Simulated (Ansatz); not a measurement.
Gas-phase electronic energies from Ansatz, PBE0-D4/def2-TZVP geometries. CCSD(T)/CBS adds triple-zeta CCSD(T) − MP2 to the extrapolated MP2 energy (def2 sets, frozen cores). Functionals use def2-TZVPP. B3LYP here is the variant with VWN-RPA as its local correlation; programs differ in this. HSE06 is defined as in plane-wave codes. For Mg outer-core shells are correlated without core-valence functions, which leaves a few kJ/mol of doubt a bond. One conformer a species, not always the lowest.

`[MgH][Cl]` + `CO[SiH](N)O` → `[OH][MgH]` + `CO[SiH](N)Cl`  (redistribution)

```tsv
level	ΔE (kJ/mol)	difference from CCSD(T)/CBS
LDA (SPW92)	79.7	-1.9
PBE-D4	77.7	-3.9
revPBE-D4	76.9	-4.7
r2SCAN-D4	85.6	4.0
B97M-V	90.2	8.6
PBE0-D4	84.6	3.0
B3LYP-D4	83.6	2.0
r2SCANh-D4	87.3	5.7
r2SCAN0-D4	89.7	8.1
HSE06-D4	85.1	3.5
CAM-B3LYP-D4	85.5	3.9
ωB97X-V	84.8	3.2
ωB97M-V	84.4	2.8
B2PLYP	85.5	3.9
PBE-QIDH	87.6	6.0
PBE	79.7	-1.9
revPBE	80.2	-1.4
PBE0	86.5	4.9
B3LYP	87.1	5.5
r2SCANh	87.8	6.2
r2SCAN0	90.3	8.7
HSE06	86.9	5.3
BHLYP	94.7	13.1
CAM-B3LYP	87.5	5.9
LC-ωPBE	82.6	1.0
RPA@PBE/def2-TZVPP	86.7	5.1
HF/def2-SVP	96.9	15.3
MP2/def2-SVP	75.7	-5.9
CCSD/def2-SVP	80.8	-0.8
CCSD(T)/def2-SVP	79.4	-2.2
HF/def2-TZVPP	107.2	25.6
MP2/def2-TZVPP	81.2	-0.4
SCS-MP2/def2-TZVPP	83.9	2.3
CCSD/def2-TZVPP	89.7	8.1
CCSD(T)/def2-TZVPP	87.3	5.7
HF/def2-QZVPP	107.0	25.4
MP2/def2-QZVPP	77.9	-3.7
SCS-MP2/def2-QZVPP	80.9	-0.7
HF/CBS(def2)	107.0	25.4
MP2/CBS(def2)	75.5	-6.1
CCSD(T)/CBS	81.6	0
```

Largest T1 diagnostic among the species: 0.011.

Leaving LDA and LC-ωPBE aside and taking each functional with its dispersion term where it has one, the values, not all of them listed here, spread over 14.5 kJ/mol, from revPBE-D4 to BHLYP-D4. From BLYP to BHLYP (50 % exact exchange), in def2-TZVPP and without D4, ΔE moves by +12.9 kJ/mol. In def2-TZVPP, CCSD(T) changes the Hartree–Fock value by −19.9 kJ/mol (the triples alone add −2.4 kJ/mol) and MP2 by −26.0 kJ/mol.
